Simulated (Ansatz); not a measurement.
As₄⁺. Charge 1, multiplicity 2. Geometry PBE-D4/def2-SVP.

```xyz
4

As   -1.5322    0.1229   -0.0085
As    0.4257    0.6595    1.3216
As    0.6706   -1.3828    0.0331
As    0.4359    0.6004   -1.3463
```

The structure comes from a short search, and lower isomers may exist.

Q: Estimate the α-spin orbital energies around the gap (eV) in Ansatz with PBE-D4/def2-SVP, PBE-D4/def2-TZVP, r2SCAN-D4/def2-TZVP, PBE0-D4/def2-SVP, PBE0-D4/def2-TZVP.

A: 
```csv
orbital,PBE-D4/def2-SVP,PBE-D4/def2-TZVP,r2SCAN-D4/def2-TZVP,PBE0-D4/def2-SVP,PBE0-D4/def2-TZVP
HOMO−9,-24.25,-24.00,-24.84,-26.50,-26.22
HOMO−8,-19.46,-19.32,-19.91,-21.20,-21.04
HOMO−7,-19.45,-19.32,-19.91,-21.20,-21.04
HOMO−6,-18.35,-18.24,-18.79,-20.00,-19.87
HOMO−5,-13.51,-13.40,-13.77,-14.56,-14.43
HOMO−4,-12.73,-12.65,-13.01,-13.71,-13.61
HOMO−3,-12.45,-12.36,-12.68,-13.50,-13.38
HOMO−2,-12.45,-12.36,-12.68,-13.50,-13.38
HOMO−1,-12.23,-12.13,-12.45,-13.25,-13.13
HOMO,-11.15,-11.08,-11.47,-12.13,-12.04
LUMO,-8.10,-8.05,-8.08,-7.44,-7.37
LUMO+1,-8.10,-8.05,-8.08,-7.44,-7.37
LUMO+2,-7.06,-7.02,-6.94,-6.33,-6.26
LUMO+3,-6.70,-6.70,-6.55,-5.92,-5.91
LUMO+4,-6.70,-6.70,-6.55,-5.92,-5.91
LUMO+5,-6.26,-6.29,-6.11,-5.48,-5.50
β HOMO,-12.12,-12.03,-12.35,-13.14,-13.02
β LUMO,-10.57,-10.48,-10.45,-9.89,-9.77
```
